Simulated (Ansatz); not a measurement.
Reaction (ligand exchange at the Sn–C bond): `C[CH2][Sn][CH3]` + H₂S → `[CH3][Sn][SH]` + `CC`

Isolated molecules relaxed with PBE0-D4/def2-TZVP in Ansatz; ΔE leaves out vibrations. CBS: MP2 limit from def2 TZ/QZ plus the TZ coupled-cluster correction, frozen cores. This one scheme is used for every species. DFT in def2-TZVPP. Elements past krypton have def2 core potentials. For Sn outer-core shells are correlated without core-valence functions, which leaves a few kJ/mol of doubt a bond. One conformer a species, not always the lowest.

Q: Is it downhill or uphill in electronic energy at CCSD(T)/CBS, and by how much? (An estimate is asked.)

A: The calculation gave: Downhill: ΔE = -1.51 eV.

Q: What do these levels give: B97M-V, r2SCAN0-D4, CAM-B3LYP-D4, ωB97X-V, ωB97M-V, revPBE, PBE0, MP2/def2-SVP, CCSD/def2-SVP, HF/def2-TZVPP, MP2/def2-QZVPP, HF/CBS(def2)? (Estimate.)

A: Computed: B97M-V -1.65, r2SCAN0-D4 -1.62, CAM-B3LYP-D4 -1.56, ωB97X-V -1.53, ωB97M-V -1.53, revPBE -1.65, PBE0 -1.62, MP2/def2-SVP -1.51, CCSD/def2-SVP -1.49, HF/def2-TZVPP -1.65, MP2/def2-QZVPP -1.53, HF/CBS(def2) -1.64 eV.

Largest T1 diagnostic among the species: 0.015.

The D4 term adds +0.05 eV with B3LYP and +0.03 eV with PBE0; it sums over pairs of atoms, weighted by their polarisabilities, and B3LYP, whose exchange is more repulsive, gets the larger term. From BLYP to BHLYP (50 % exact exchange), in def2-TZVPP and without D4, ΔE moves by +0.03 eV. Leaving LDA and LC-ωPBE aside and taking each functional with its dispersion term where it has one, the values spread over 0.12 eV, from B97M-V to ωB97X-V. LDA lies +0.06 eV from PBE without D4.

B3LYP here is the variant with VWN-RPA as its local correlation; programs differ in this.
